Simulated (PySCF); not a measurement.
## How methods differ on the ionisation energy of P²⁺

P²⁺ [Ne] 3s2 3p1 (2P) → P³⁺ [Ne] 3s2 (1S), as a difference of total energies. Computed with PySCF 2.14 in cc-pVDZ-DK (4s3p1d, 18 functions), with the spin-free X2C one-electron Hamiltonian (Gaussian nucleus). Correlated levels: valence: [Ne] frozen. The calculations carry no spin-orbit coupling.

```
           method  ionisation energy (eV)
              UHF                  29.543
           r2SCAN                  30.336
    MP2 (valence)                  29.717
SCS-MP2 (valence)                  29.698
   CCSD (valence)                  29.817
```

Question: Estimate what CCSD(T) (valence) gives.

Answer: 29.833 eV, closest to CCSD (valence) among the rows shown.

Question: Estimate what BP86 gives.

Answer: 30.322 eV, closest to r2SCAN among the rows shown.

The reference lies between the lowest fine-structure levels, while these numbers refer to the centres of the terms.

Errors of the correlated levels include the incompleteness of this basis and the frozen core.

For comparison: 30.203 eV (measured; NIST Atomic Spectra Database, ionization energies).
